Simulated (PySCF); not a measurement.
Delta-SCF ions had no search for a lower state. Excitations are Tamm–Dancoff values on a coarser integration grid. The basis has no diffuse functions, so Rydberg states are missing or too high.

Cartesian coordinates (Å):
SMILES: C=C[C@@H](O)[SiH3]
```xyz
13

C     -1.9751     0.4252     0.6034
C     -0.9361     0.5983    -0.2029
C      0.4938     0.5354     0.2086
O      0.6973     0.3685     1.6004
Si     1.4249    -0.8381    -0.7373
H     -2.9894     0.4598     0.2262
H     -1.8498     0.2706     1.6693
H     -1.1018     0.7770    -1.2636
H      0.9782     1.4854    -0.0501
H      0.2752    -0.4545     1.8664
H      2.8823    -0.7316    -0.4739
H      1.1774    -0.7525    -2.2020
H      0.9231    -2.1435    -0.2277
```
Charge 0, spin multiplicity 1.

Problem. Estimate the T1 excitation (TDA), total energy, S1 oscillator strength, S1–T1 gap (TDA), vertical ionisation energy (Delta-SCF), LUMO, HOMO–LUMO gap and dipole moment that PBE0-D3(BJ)/def2-TZVP (PySCF 2.14.0) returns for this input.

Solution. 
The T1 excitation (TDA) comes out as 4.31 eV and the total energy comes out as -483.5460 Ha. The S1 oscillator strength is 0.131 and the S1–T1 gap (TDA) is 1.92 eV. The vertical ionisation energy (Delta-SCF) is 9.09 eV and the LUMO is 0.00 eV. The HOMO–LUMO gap is 7.15 eV and the dipole moment comes out as 0.227 e·Å.
